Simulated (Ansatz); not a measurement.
The cluster Ta2Te4 (the lowest singlet isomer of a short search) was relaxed with r2SCAN-D4 (def2-SVP) in Ansatz in these states: neutral quintet, neutral singlet, neutral triplet. The geometries follow in no particular order.

In the def2 sets Ta, Te take a core potential; there is no spin–orbit coupling.

A:

| atom | x (Å) | y (Å) | z (Å) |
| --- | --- | --- | --- |
| Ta1 | -1.496 | -1.126 | 0.937 |
| Ta2 | 0.030 | 0.230 | -0.511 |
| Te3 | -0.011 | -2.481 | -0.891 |
| Te4 | 2.784 | 0.919 | -0.637 |
| Te5 | 1.289 | 1.499 | 1.567 |
| Te6 | -2.595 | 0.958 | -0.465 |

B:

```xyz
6

Ta   -0.646   -1.894   -0.600
Ta   -0.011    0.292    0.318
Te   -2.723   -0.375   -0.085
Te    0.198    2.597   -1.176
Te    2.444    1.474   -0.080
Te    0.737   -2.094    1.622
```

C:

```
atom   x (Å)   y (Å)   z (Å)
 Ta1   1.193   0.081   0.176
 Ta2  -1.061   0.454  -0.360
 Te3   0.041   2.279   1.409
 Te4  -0.670  -1.293   1.920
 Te5  -0.217  -2.301  -0.682
 Te6   0.715   0.779  -2.463
```

Judge from the bond lengths which geometry belongs to which state (an estimate).

A is the neutral quintet (Ta2–Te5 2.741 Å, Ta1–Ta2 2.503 Å, Ta1–Te3 2.717 Å); B is the neutral singlet (Ta2–Te5 2.754 Å, Ta1–Ta2 2.455 Å, Ta1–Te3 2.624 Å); C is the neutral triplet (Ta2–Te5 2.899 Å, Ta1–Ta2 2.346 Å, Ta1–Te3 2.771 Å).
